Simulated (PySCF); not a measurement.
B(F)(Cl)(vinyl) (C2H3BClF), SMILES C(=C)B(Cl)F.

The structure is a stationary point at ωB97X-D3(BJ)/def2-SVP. The values are those of a single conformer.

Computed with TDDFT-B3LYP/def2-SVPD run with PySCF.

Vertical excitations. The molecule is in vacuum. State labels are in the subgroup Cs.

| state | symmetry | energy (eV) | λ (nm) | f | main pairs |
|---|---|---|---|---|---|
| S1 | A" | 5.77 | 215 | 0.000 | HOMO−1→LUMO 98 % |
| S2 | A' | 6.00 | 207 | 0.227 | HOMO→LUMO 90 % |
| S3 | A" | 6.20 | 200 | 0.000 | HOMO−2→LUMO 98 % |
| S4 | A' | 6.90 | 180 | 0.098 | HOMO−3→LUMO 90 % |
| S5 | A" | 7.60 | 163 | 0.018 | HOMO→LUMO+1 98 % |
| S6 | A" | 7.70 | 161 | 0.000 | HOMO−4→LUMO 96 % |
| S7 | A' | 8.32 | 149 | 0.075 | HOMO−1→LUMO+1 98 % |
| S8 | A" | 8.33 | 149 | 0.015 | HOMO→LUMO+2 83 % |
| S9 | A" | 8.49 | 146 | 0.001 | HOMO−5→LUMO 89 % |
| S10 | A" | 8.54 | 145 | 0.003 | HOMO→LUMO+4 78 %, HOMO→LUMO+2 14 % |
| T1 | A' | 3.81 | 326 | 0 | HOMO→LUMO 93 % |
| T2 | A" | 5.49 | 226 | 0 | HOMO−1→LUMO 64 %, HOMO−2→LUMO 35 % |
| T3 | A" | 5.87 | 211 | 0 | HOMO−2→LUMO 63 %, HOMO−1→LUMO 35 % |
| T4 | A' | 6.10 | 203 | 0 | HOMO−3→LUMO 94 % |
Triplets are in the Tamm–Dancoff approximation, which puts them higher than full response would, so one can lie above its singlet here.
